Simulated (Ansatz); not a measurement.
Reaction (substitution at a C–Si bond): `CO[Si](C)(N)Br` + `[OH][Al]([F])[Br]` → `C[O][Al]([F])[Br]` + `CO[SiH](N)Br`

Calculated with Ansatz (gas phase, PBE0-D4/def2-TZVP geometries, no zero-point term in ΔE). CBS: MP2 limit from def2 TZ/QZ plus the TZ coupled-cluster correction, frozen cores. For Br outer-core shells are correlated without core-valence functions, which leaves a few kJ/mol of doubt a bond. Scalar relativity is left out up to krypton. Each species was taken in one conformer, which may not be the lowest.

```tsv
species	MP2/CBS(def2) energy (Eh)
`CO[Si](C)(N)Br`	-3073.25282
`[OH][Al]([F])[Br]`	-2991.07904
`C[O][Al]([F])[Br]`	-3030.29712
`CO[SiH](N)Br`	-3033.98718
```

Work out ΔE.

ΔE = (-3030.29712) + (-3033.98718) − (-3073.25282) − (-2991.07904) = 0.04756 Eh = +124.9 kJ/mol. CCSD(T)/CBS gives +117.3 kJ/mol.

Largest T1 diagnostic among the species: 0.010.

The D4 term adds +6.0 kJ/mol with B3LYP and +3.4 kJ/mol with PBE0; it sums over pairs of atoms, weighted by their polarisabilities, and B3LYP, whose exchange is more repulsive, gets the larger term. In def2-TZVPP, CCSD(T) changes the Hartree–Fock value by +18.7 kJ/mol (the triples alone add +1.8 kJ/mol) and MP2 by +26.3 kJ/mol.

B3LYP here is the variant with VWN-RPA as its local correlation; programs differ in this.
